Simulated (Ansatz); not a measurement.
Coupled-cluster diagnostics for Na₈P⁻, Ansatz.

Geometry of the singlet (PBE0-D4/def2-SVPD):

```xyz
9

P     1.5088    0.9552   -0.2969
Na   -0.5956   -3.3628   -1.4959
Na    0.1930    2.9785    0.8809
Na   -3.4739   -1.8947    0.1389
Na   -0.8688    0.3956   -1.4882
Na   -3.1346    1.4977    1.3572
Na    3.7136    1.3672    1.0306
Na    2.4054   -1.2318   -1.5652
Na    0.2522   -0.7049    1.4387
```

Correlated methods freeze 13 core orbitals; core or outer-core shells of Na are correlated, in sets that lack core-valence functions. Another isomer (singlet) lies 0.27 eV lower at PBE0-D4/def2-TZVPD; other spin states weren't run for this one.

(1) Estimate the CCSD(T) correlation energy, the shares of MP2 and (T), T1 and the reference's ⟨S²⟩ for: charge -1, singlet, own geometry in def2-SVPD; and the rough time on 4 threads of Arm Neoverse V1 on a shared host.

Answers

(1) 
| state | basis | correlation (eV) | MP2 share (%) | (T) share (%) | T1 | ⟨S²⟩ (pure) | wall time | remarks |
| --- | --- | --- | --- | --- | --- | --- | --- | --- |
| charge -1, singlet, own geometry | def2-SVPD | -8.864 | 86.2 | 8.6 | 0.018 | 0.00 (0.00) | 4.5 min | restricted SCF unstable |
Customary marks for T1 are 0.02 (closed shells), 0.045 (open shells) and about 0.05 (3d metals). T1 stays under 0.02 throughout.
